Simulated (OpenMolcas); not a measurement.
## Ag4+: effect of the IPEA shift

* Program: OpenMolcas 26.06
* Basis: ANO-RCC-VQZP [8s7p5d3f2g1h]
* Scalar Hamiltonian: DKH2, point nucleus
* Active space: 7 electrons in 5 orbitals (4d)
* State averaging: 2S+1 = 4 even, 10 roots; 2S+1 = 2 even, 40 roots
* Spin-orbit coupling: state interaction with AMFI integrals over the reference wave functions, term energies averaged over their components

Methods on the same reference wave functions:
A. CASSCF
B. MS-CASPT2, IPEA 0 Eh, imaginary shift 0.1 Eh (closed shells correlated: 4s 4p)
C. MS-CASPT2, IPEA 0.25 Eh, imaginary shift 0.1 Eh (closed shells correlated: 4s 4p)

Energies in cm-1 above 4d7 4F 9/2, the measured ground level; measured values from the list in Gamrath, thesis, University of Mons (2023).

```csv
Level,A,B,C,Measured
4d7 4F 9/2,0.0,0.0,0.0,0.0
4d7 4F 7/2,3491,3560,3540,3690
4d7 4F 5/2,5649,5640,5630,5816
4d7 4F 3/2,6997,6890,6900,7097
4d7 4P 3/2 [64 %],18306,14180,14660,14204
4d7 4P 5/2,18597,14900,15350,14899
4d7 2G 9/2,19367,16440,17080,16875
4d7 4P 1/2,20860,16990,17450,17067
4d7 2G 7/2,22841,19800,20480,20442
4d7 2H 11/2,25761,22640,23200,22532
4d7 2D 5/2(1),28351,23930,24650,24361
4d7 2P 1/2,29103,24150,24640,24599
4d7 2H 9/2,29338,26240,26810,26368
4d7 2D 3/2(1) [67 %],34237,29490,30260,30134
4d7 2F 5/2,42138,34770,35550,34635
4d7 2F 7/2,43897,36620,37400,36594
4d7 2D 3/2(2),65662,56350,56650,55041
4d7 2D 5/2(2),67360,57880,58330,56772
```

Deviations, from unrounded energies. A percentage is the sum of absolute deviations over the sum of measured energies, with the sign that they share, or ± where signs differ.

```json
{"Against measurement": "mean absolute deviation (cm-1)", "Levels": "17", "A": "4200", "B": "360", "C": "500"}
{"Against measurement": "fine structure of the ground term (%)", "Levels": "3", "A": "-2.8", "B": "-3.1", "C": "-3.2"}
{"Against measurement": "other terms of the ground configuration (%)", "Levels": "14", "A": "+18.1", "B": "±1.4", "C": "+2.0"}
```

B lies closest to measurement on these levels and A furthest from it. The largest miss of B in the table is 4d7 2D 3/2(2), by +1300 cm-1. The ranking rests on the paired levels alone, and a cruder setting can come out closer through cancelling errors.

Between B and C the level of the table that moves most is 4d7 2F 5/2, by 790 cm-1 (lowest in B, highest in C). Moves below CASPT2's spread within the term are not significant.

The mean deviations of B to C differ by less than CASPT2's widest spread within a term (590 cm-1), so their order carries little weight.

From A to B the spin-free energies of the other terms of 4d7 shown, above 4F, scale by factors of 0.77 to 0.86, as is usual when dynamic correlation screens the repulsion within a d or f shell.

The lowest spin-free term lies below A's lowest term by 0.464 hartree in B, 0.457 hartree in C.

Term energies are means over components that CASPT2 splits; among the terms shown or strongly mixed into the levels shown the widest spread is 590 cm-1 (4d7 4F, C). Without dynamic correlation excited terms often stand tens of per cent too high (terms of higher spin than the ground term too low), and those without a measured partner can miss by more than the paired ones (holds for A). Computed and measured levels are paired by configuration, term and J; levels that our copy of the source lacks, or whose pairing is in doubt (as where it misses far off the trend of its configuration), stay unpaired and out of the deviations. Levels of configurations outside the active space are missing. The table leaves out levels that lie high or whose names do not pair safely across all columns.

A share in square brackets marks a mixed level and gives the weight of the term that names it, the lowest over the columns. A number in round brackets counts repeated terms of one configuration in the order of the reference energies.
